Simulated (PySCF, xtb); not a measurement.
C₃H₅ClGeO, SMILES C=[C](Cl)[GeH2][CH]=O.

GFN2-xTB in xtb at its own geometry gives an orbital gap of 2.78 eV and a dipole moment of 3.00 D.

Geometry optimised at B3LYP-D3(BJ)/def2-SVP. The structure was generated by enumeration, and PubChem lists no compound with its InChIKey, so it may never have been made. Other conformers were not sampled.

Question: What does ωB97X/def2-TZVP run with PySCF give? (The exact figures need the calculation; the answer reports its results.)

Answer: gap 9.99 eV (levels -9.37 and 0.62 eV), dipole 2.39 D.
